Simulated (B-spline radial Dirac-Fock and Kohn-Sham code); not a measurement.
What relativity does to the binding energies of Pd²⁷⁺

System: palladium as Pd²⁷⁺, [Ar] 3d1.

Both columns are ΔSCF binding energies of the configuration average from a radial B-spline solver: non-relativistic Hartree-Fock with a point nucleus, and Dirac-Fock with a finite nucleus and the Coulomb interaction alone, averaged over the two j levels with weights 2j+1.

```csv
shell,Hartree-Fock (eV),Dirac-Fock (eV),shift (eV),shift (%)
1s,24978.7,25708.7,+729.99,+2.92
2s,4689.4,4872.2,+182.78,+3.90
2p,4438.7,4493.3,+54.59,+1.23
3s,1671.1,1719.1,+48.06,+2.88
3p,1569.9,1587.7,+17.79,+1.13
3d,1435.5,1433.8,-1.70,-0.12
```

Relativity binds 1s, 2s, 2p, 3s, 3p more strongly, among those listed most of all 2s in relative terms, and 3d more weakly, because the contracted s and p shells screen the nucleus better.

Values without a named source are computed, but for edge energies of neutral atoms, which are taken from tables.
